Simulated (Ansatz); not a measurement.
Spin states of HLaO (SMILES [OH][La]), each relaxed at B3LYP-D3(BJ)/def2-TZVP; lowest solutions found, singlets restricted, no spin–orbit coupling, no relativity up to Kr.
Multiplicity 1 (charge 0, multiplicity 1):
```xyz
3

La    -1.11560    -0.88896    -0.97724
O      0.23295     0.21606     0.18732
H      0.84947     0.72028     0.71960
```
Multiplicity 3 (charge 0, multiplicity 3):
```xyz
3

La    -1.13298    -0.89775    -0.99150
O      0.24136     0.22146     0.19437
H      0.85846     0.72366     0.72680
```

Codes used: Ansatz (a quantum-chemistry and plane-wave program).  In def2 rows elements past Kr take small-core potentials, without spin–orbit coupling.

The energy of multiplicity 3 less that of multiplicity 1 (kcal/mol) and the share of exact exchange:

```csv
functional,exact exchange (%),value
PBE/def2-TZVPP,0,1.24
PBE0/def2-TZVPP,25,-0.28
BLYP/def2-TZVPP,0,4.96
B3LYP/def2-TZVPP,20,3.97
BHLYP/def2-TZVPP,50,3.18
r2SCAN/def2-TZVPP,0,-7.27
r2SCANh/def2-TZVPP,10,-6.66
```

Problem. Take the value as linear in the share of exact exchange along PBE and PBE0. Give the slope, say whether the sign turns, and set the other functionals against that line.

Solution. 
Slope: (-0.28 − (1.24))/2.5 = -0.61 kcal/mol for each 10 %. The line crosses zero at 20 %, where the sign would turn. At 50 % it gives -1.8 kcal/mol. The LYP pair gives (3.18 − (4.96))/5 = -0.36 for each 10 %. BHLYP, at 50 %, lies 5.0 from the PBE line. B3LYP, at 20 %, lies 3.9 from the PBE line. r2SCAN, with none, stands -8.5 from PBE. The r2SCAN pair gives 0.61 for 10 %.
